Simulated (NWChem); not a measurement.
System: CH$_{4}$Si, singlet; SMILES C[SiH]

Computed with NWChem. Low-valent species are run as closed-shell singlets; no triplet was tried in these runs. Each level has its own optimisation; frequencies are unscaled.

```csv
level,r H–Si (Å),r C–Si (Å),highest harmonic frequency (cm⁻¹),lowest (cm⁻¹),zero-point energy (kcal/mol),dipole (D)
PBE0/def2-TZVP,1.531,1.893,3141,129,26.1,1.16
B3LYP/3-21G,1.559,1.951,3141,183,26.6,1.21
B3LYP/def2-TZVP,1.528,1.903,3106,143,26.0,1.01
"LDA (Slater exchange, VWN5)/def2-SVP",1.555,1.891,3085,47,25.0,1.36
PBE-D3(BJ)/def2-SVP,1.554,1.915,3078,109,25.3,1.21
```
